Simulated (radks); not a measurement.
Results of a calculation; reference values are marked as such.
In II, configuration [Kr] 4d9 5s1.5 5p1.5 (fractional occupations, a model configuration).

Code: a radial shooting solver on a logarithmic mesh with Libxc functionals. Model: scalar-relativistic Kohn-Sham, SCAN, spin-unpolarised, spherical densities, finite nucleus; meta-GGA in the generalised Kohn-Sham scheme; Fermi nuclear charge, rms radius 4.6156 fm.

Energy parts (eV):
total: -160047.039
kinetic: 166820.658
electron-nucleus: -386245.151
Hartree: 63726.984
exchange-correlation: -4349.529

Orbitals (lengths in bohr, moments of r in powers of bohr):
orbital  occ.  eigenvalue (eV)     <r^2>
1s          2        -27821.73  0.001195
2s          2        -4195.879   0.01945
2p          6        -3764.059   0.01537
3s          2        -815.9427    0.1383
3p          6        -673.2725    0.1394
3d         10        -452.7701    0.1250
4s          2        -138.5876    0.8092
4p          6         -95.6530    0.9574
4d          9         -33.3530     1.538
5s        1.5         -18.2075     6.257
5p        1.5         -10.5427     9.608

The highest occupied level is 5p at -10.543 eV. Summed over all electrons, <r^2> = 47.50 bohr^2, which gives a Langevin (diamagnetic) susceptibility term of -37.6 x 10^-6 cm^3/mol. The density falls to 0.001 e/bohr^3 at r = 4.35 bohr. The electron density at the nucleus is 1.794e+05 e/bohr^3 (large components only).
